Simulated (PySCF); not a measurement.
TeClI, SMILES Cl[Te]I. The structure is a stationary point at B3LYP-D3(BJ)/def2-SVP. The def2 effective core potentials stand for the cores of I, Te; spin–orbit coupling is left out.

Calculation: PySCF 2.14.0 with B3LYP-D3(BJ)/def2-SVP.

Harmonic wavenumbers (cm⁻¹): 89, 199, 354. Rotational constants (GHz): 3.821, 0.8190, 0.6745; symmetry number 1.

**Question.** Work out the zero-point energy and the ideal-gas rigid-rotor harmonic-oscillator thermochemistry at 298.15 K and 1 atm.

**Answer.** ZPE = ½ Σ hcν = ½ × 642 cm⁻¹ = 0.92 kcal/mol. H − E(el) = 4.34 kcal/mol. Entropy in cal/(mol K): translation 42.89, rotation 29.41, vibration 6.97, total 79.27. G − E(el) = -19.30 kcal/mol. Cp = 13.31 cal/(mol K). Modes under 150 cm⁻¹ make the vibrational entropy uncertain.
